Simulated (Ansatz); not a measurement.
Conformers of CH₇FO₃Si₂ (`O[SiH](O)C[SiH](O)F`), each relaxed with PBE0-D4/def2-TZVP in Ansatz. CBS adds the triple-zeta coupled-cluster correction to the MP2 limit.

Not all of them had a frequency check.

Conformer A:

Cartesian coordinates in Å:
```
O -1.290 -1.752 0.072
Si -1.219 -0.190 -0.421
O -1.422 0.887 0.823
C 0.494 0.121 -1.023
Si 1.822 0.073 0.287
O 1.309 0.758 1.671
F 3.074 0.903 -0.258
H -2.142 -2.179 0.159
H -2.302 0.054 -1.413
H -2.304 1.059 1.155
H 0.743 -0.595 -1.813
H 0.522 1.122 -1.469
H 2.332 -1.290 0.543
H 0.382 1.028 1.685
```

Conformer B:

Cartesian coordinates in Å:
```
O 1.794 -1.312 -0.410
Si 1.372 0.189 0.086
O 0.891 1.159 -1.175
C -0.127 0.154 1.182
Si -1.632 -0.367 0.229
O -1.960 0.687 -0.963
F -1.253 -1.811 -0.387
H 1.073 -1.897 -0.661
H 2.597 0.745 0.703
H 1.528 1.325 -1.872
H -0.301 1.149 1.604
H 0.054 -0.538 2.012
H -2.865 -0.562 1.015
H -1.171 1.078 -1.362
```

(1) Which is lowest in electronic energy at CCSD(T)/CBS (frozen core, def2 sets), and by how much? (Best estimate.)

(2) Give the energies relative to B (kJ/mol) with PBE-D4/def2-TZVPP, r2SCAN-D4/def2-TZVPP, B3LYP-D4/def2-TZVPP, B2PLYP/def2-TZVPP, CCSD(T)/def2-TZVPP, SCS-MP2/def2-QZVPP, HF/CBS(def2). (Estimate.)

## Answers

(1) Computed: B; A lies 13.9 kJ/mol higher.

(2) The calculation gave: 
```csv
level,A
PBE-D4/def2-TZVPP,14.9
r2SCAN-D4/def2-TZVPP,14.9
B3LYP-D4/def2-TZVPP,14.2
B2PLYP/def2-TZVPP,13.5
CCSD(T)/def2-TZVPP,14.8
SCS-MP2/def2-QZVPP,13.2
HF/CBS(def2),10.1
```

B3LYP here is the variant with VWN-RPA as its local correlation; programs differ in this.
